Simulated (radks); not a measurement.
The numbers below are computed, except where a source is named.
Q: All-electron atom: Hg7+ in [Xe] 4f14 5d5 (the NIST ground configuration). Level of theory: scalar-relativistic Kohn-Sham, PBE, spin-polarised, spherical densities, finite nucleus; open shells are filled with parallel spins first (spin-orbit coupling, left out, can overturn this in heavy ions); Fermi nuclear charge, rms radius 5.4648 fm (a radial shooting solver on a logarithmic mesh with Libxc functionals). Some entries of the table are withheld. Estimate them.

| orbital | occ. | eigenvalue (eV) | <r^2> (bohr^2) |
|---|---|---|---|
| 1s down | 1 | -83244.90 | 0.0003809 |
| 1s up | 1 | -83244.89 | 0.0003809 |
| 2s up | 1 | -14845.09 | 0.005797 |
| 2s down | 1 | -14844.53 | 0.005797 |
| 2p up | 3 | -12820.89 | 0.004898 |
| 2p down | 3 | -12820.43 | 0.004898 |
| 3s up | 1 | -3605.480 | 0.03734 |
| 3s down | 1 | -3605.265 | 0.03734 |
| 3p up | 3 | -3020.318 | 0.03847 |
| 3p down | 3 | -3020.077 | 0.03847 |
| 3d up | 5 | -2403.643 | 0.03187 |
| 3d down | 5 | -2403.232 | 0.03187 |
| 4s up | 1 | -876.9842 | 0.1798 |
| 4s down | 1 | -876.4466 | 0.1798 |
| 4p up | 3 | -684.9673 | 0.2055 |
| 4p down | 3 | -684.4648 | 0.2054 |
| 4d up | 5 | -456.8470 | 0.2324 |
| 4d down | 5 | -456.2556 | 0.2320 |
| 5s up | 1 | -224.6208 | 0.8828 |
| 5s down | 1 | -220.8616 | 0.8718 |
| 4f up | 7 | -203.8601 | 0.2784 |
| 4f down | 7 | -203.0400 | 0.2751 |
| 5p up | 3 | -171.3817 | (1) |
| 5p down | 3 | -166.8563 | (2) |
| 5d up | 5 | -108.5333 | (3) |
| 5d down | 0 | -103.5442 | (4) |
| 6s up | 0 | -85.7404 | 3.825 |
| 6s down | 0 | -82.4291 | 3.902 |
| 6p up | 0 | -69.9931 | 4.987 |
| 6p down | 0 | -67.1581 | 5.087 |

A: 
(1) 5p up <r^2> (bohr^2): 1.127
(2) 5p down <r^2> (bohr^2): 1.116
(3) 5d up <r^2> (bohr^2): 1.705
(4) 5d down <r^2> (bohr^2): 1.721
